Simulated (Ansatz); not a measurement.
`[SiH3]OC1CO1`. The species carries charge 0 and has multiplicity 1.

Z-matrix (Å, degrees):
```
Si
O 1 1.662
H 1 1.483 2 111.7
H 1 1.481 2 103.8 3 118.8
H 1 1.486 2 111.6 3 -123.2
C 2 1.368 1 122.7 3 63.6
O 6 1.404 2 116.9 1 -3.4
C 6 1.456 2 121.8 1 66.7
H 6 1.087 2 111.9 1 -139.6
H 8 1.086 6 120.8 2 152.9
H 8 1.087 6 118.3 2 -2.0
```

Task: Give the diagnostics of a CCSD(T)/def2-TZVPP run (frozen core, the Gaussian-basis code of Ansatz). (An estimate is asked.)

Result: The calculation gave: T1 = 0.0122, largest single amplitude 0.011, largest double 0.014, (T) share of the correlation energy 3.8 %, 9 CCSD cycles. The RHF solution is stable towards an unrestricted one. T1 lies under the customary mark of 0.02 for closed shells.
